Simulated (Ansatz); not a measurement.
Cost and result for the atomization energy of `C[Si]1([SiH3])CC1` (15 atoms, 15 bonds).

```xyz
15

C     1.119    1.715   -0.056
Si    0.085    0.160    0.017
Si   -1.485   -0.064    1.709
C     0.801   -1.410   -0.670
C    -0.259   -0.747   -1.566
H     1.708    1.841    0.855
H     1.807    1.660   -0.903
H     0.493    2.601   -0.181
H    -0.855   -0.023    3.058
H    -2.513    1.011    1.656
H    -2.163   -1.379    1.541
H     0.534   -2.366   -0.231
H     1.821   -1.394   -1.042
H    -1.193   -1.286   -1.691
H     0.100   -0.318   -2.497
```

Charge 0, multiplicity 1. All single points use the PBE0-D4/def2-TZVP geometry. Program: Ansatz. All runs use 4 threads of an AMD EPYC 7R13 on a shared host. Times are those of one run each, without the atoms' runs, and a repeat can differ threefold. Electronic energies, without spin–orbit coupling; frozen cores. CCSD(T)/CBS adds CCSD(T) − MP2 in def2-TZVPP to the MP2 limit, and its time is that of the two runs behind it. T1 = 0.011. B3LYP takes the VWN-RPA correlation (the form of Gaussian; ORCA's B3LYP/G). HSE06 is the plane-wave form, built on full-range PBE exchange.

CCSD(T)/CBS is a level of theory with its own doubt, some kJ/mol a heavy atom from the limit and from the frozen cores, so smaller differences don't rank the functionals.

```
                            level  functions  wall time  atomization (kJ/mol)  difference from CCSD(T)/CBS  per bond
           LDA (SPW92)/def2-TZVPP        317      1.6 s                6027.9                        660.6      44.0
             revPBE-D4/def2-TZVPP        317      2.2 s                5326.5                        -40.8      -2.7
               BLYP-D4/def2-TZVPP        317      2.2 s                5320.7                        -46.6      -3.1
               PBE0-D4/def2-TZVPP        317      3.5 s                5384.3                         17.0       1.1
              BHLYP-D4/def2-TZVPP        317      3.6 s                5275.2                        -92.1      -6.1
              HSE06-D4/def2-TZVPP        317      3.7 s                5387.0                         19.7       1.3
          CAM-B3LYP-D4/def2-TZVPP        317      4.1 s                5383.3                         16.0       1.1
            r2SCANh-D4/def2-TZVPP        317        5 s                5372.0                          4.7       0.3
B3LYP-D4/def2-TZVPP (with forces)        317      5.5 s                5367.3                          0.0       0.0
                 CCSD(T)/def2-SVP        128      6.5 s                5089.0                       -278.3     -18.6
                   MP2/def2-QZVPP        611       32 s                5339.7                        -27.6      -1.8
               CCSD(T)/def2-TZVPP        317    9.4 min                5245.5                       -121.8      -8.1
                CCSD(T)/CBS(def2)          –     10 min                5367.3                          0.0       0.0
```

At CCSD(T), def2-SVP lies −278.3 kJ/mol from the extrapolated value and def2-TZVPP −121.8 kJ/mol: correlation converges slowly with the basis, and small sets miss more of it in the bonded molecule than in its fragments. From BLYP to BHLYP (50 % exact exchange), in def2-TZVPP and without D4, the atomization energy moves by −16.4 kJ/mol: exact exchange takes away binding that semilocal exchange gives to molecules. Leaving LDA and LC-ωPBE aside and taking each functional with its dispersion term where it has one, the values, not all of them listed here, spread over 148.5 kJ/mol, from BHLYP-D4 to PBE-D4. LDA lies +637.3 kJ/mol from PBE without D4, its usual overbinding.
